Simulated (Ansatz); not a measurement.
Reaction (cleavage of the Al–Si bond): `C#C[SiH2][AlH2]` + `N=C[SiH3]` → `[AlH2]/[N]=C\[SiH3]` + `C#C[SiH3]`

Gas-phase electronic energies from Ansatz, PBE0-D4/def2-TZVP geometries. CCSD(T)/CBS is the MP2 limit (def2-TZVPP, def2-QZVPP) plus CCSD(T) − MP2 in def2-TZVPP, frozen cores. DFT in def2-TZVPP. Each species was taken in one conformer, which may not be the lowest.

```tsv
species	PBE0-D4 energy (Eh)
`C#C[SiH2][AlH2]`	-610.76258
`N=C[SiH3]`	-385.12841
`[AlH2]/[N]=C\[SiH3]`	-628.06540
`C#C[SiH3]`	-367.85277
```

(1) Work out ΔE.

Largest T1 diagnostic among the species: 0.015.

Results:

(1) ΔE = (-628.06540) + (-367.85277) − (-610.76258) − (-385.12841) = -0.02718 Eh = -71.4 kJ/mol. CCSD(T)/CBS gives -80.7 kJ/mol.

Leaving LDA and LC-ωPBE aside and taking each functional with its dispersion term where it has one, the values, not all of them listed here, spread over 20.6 kJ/mol, from CAM-B3LYP-D4 to HSE06-D4. LDA lies −8.3 kJ/mol from PBE without D4. At CCSD(T), def2-SVP lies −5.3 kJ/mol from the extrapolated value and def2-TZVPP +0.1 kJ/mol.
